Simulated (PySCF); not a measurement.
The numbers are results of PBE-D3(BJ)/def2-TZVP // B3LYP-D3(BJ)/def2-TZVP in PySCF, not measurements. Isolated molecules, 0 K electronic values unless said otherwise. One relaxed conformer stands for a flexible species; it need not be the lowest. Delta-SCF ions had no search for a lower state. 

Reference species (SMILES): `O=CS` (O–C–S–H torsion 180°) (neutral, multiplicity 1).

```
Property                                   Value
--------------------------------------  --------
HOMO                                    -6.51 eV
vertical ionisation energy (Delta-SCF)  10.26 eV
```

Changed species: `CC(C)(C)S` (C–C–S–H torsion 180°) (X = tert-butyl; the reference has X = formyl).

### Question
Predict the effect on the HOMO and vertical ionisation energy (Delta-SCF).

### Answer
the HOMO goes up by 1.06 eV, to -5.45 eV; the vertical ionisation energy (Delta-SCF) drops by 1.45 eV, to 8.81 eV.
